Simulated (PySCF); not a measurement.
**Nuclear quadrupole coupling in `N#C[SiH2][SiH2]CCCCl`**

Compound: C4H10ClNSi2.
Cartesian coordinates in Å at the GFN2-xTB level; atoms count from 1:
```
atom  x, y, z in Å
N1     3.3276    1.3981    1.6858
C2     3.2235    0.7412    0.7521
Si3    2.9691   -0.3420   -0.7496
Si4    0.7958   -1.1495   -0.6953
C5    -0.3487    0.1856    0.0424
C6    -1.8137   -0.2373    0.0731
C7    -2.6832    0.8712    0.6436
Cl8   -4.3923    0.3611    0.7144
H9     3.3027    0.5541   -1.8629
H10    4.0336   -1.3432   -0.6364
H11    0.3156   -1.4772   -2.0458
H12    0.6591   -2.3690    0.1122
H13   -0.2570    1.1101   -0.5325
H14   -0.0239    0.4258    1.0573
H15   -1.9291   -1.1349    0.6836
H16   -2.1538   -0.4762   -0.9365
H17   -2.3869    1.1229    1.6624
H18   -2.6471    1.7655    0.0205
```

Field gradients from the PBE0/pcSseg-1 density (PySCF, non-relativistic), principal values in atomic units, ordered |Vxx| ≤ |Vyy| ≤ |Vzz|:

| atom | Vxx | Vyy | Vzz |
| --- | --- | --- | --- |
| N1 | 0.5664 | 0.5745 | -1.1408 |
| Cl8 | -1.9215 | -1.9998 | 3.9213 |

Find the asymmetry η = (Vxx − Vyy)/Vzz and the couplings χ = eQV/h (234.96 MHz × Q in barn × V in au), with Q(14N) = 0.02044 b, Q(35Cl) = −0.0817 b.

```json
{"atom": "N1", "environment": "cyano nitrogen", "nucleus": "14N", "η": "0.01", "χzz (MHz)": "-5.48", "χxx (MHz)": "2.72", "χyy (MHz)": "2.76"}
{"atom": "Cl8", "environment": "alkyl chlorine", "nucleus": "35Cl", "η": "0.02", "χzz (MHz)": "-75.28", "χxx (MHz)": "36.89", "χyy (MHz)": "38.39"}
```

The gradient is axial or nearly so (η below 0.05) at N1 and Cl8. 

What is Vzz at N1 in SI units (1 au = 9.71736 × 10²¹ V/m²)?

-1.1408 au = -11.086 × 10²¹ V/m².

What couplings would deuterons (Q(2H) = 0.00286 b) have in place of the hydrogens, at this geometry?

| atom | bonded to | bond length (Å) | Vzz (au) | η | χzz (kHz) |
| --- | --- | --- | --- | --- | --- |
| H9 | Si3 | 1.468 | 0.1586 | 0.03 | 107 |
| H10 | Si3 | 1.466 | 0.1600 | 0.03 | 108 |
| H11 | Si4 | 1.470 | 0.1583 | 0.02 | 106 |
| H12 | Si4 | 1.469 | 0.1590 | 0.02 | 107 |
| H13 | C5 | 1.092 | 0.3074 | 0.04 | 207 |
| H14 | C5 | 1.092 | 0.3052 | 0.03 | 205 |
| H15 | C6 | 1.092 | 0.2999 | 0.04 | 202 |
| H16 | C6 | 1.092 | 0.3000 | 0.04 | 202 |
| H17 | C7 | 1.090 | 0.2984 | 0.05 | 201 |
| H18 | C7 | 1.091 | 0.2987 | 0.05 | 201 |

The structure is a single GFN2-xTB conformer in the gas phase; no vibrational or solvent corrections. GFN2-xTB bond lengths can be off by several hundredths of an ångström, more for odd bonds, and the gradients follow them. With so small a basis the couplings can be 20 % off.
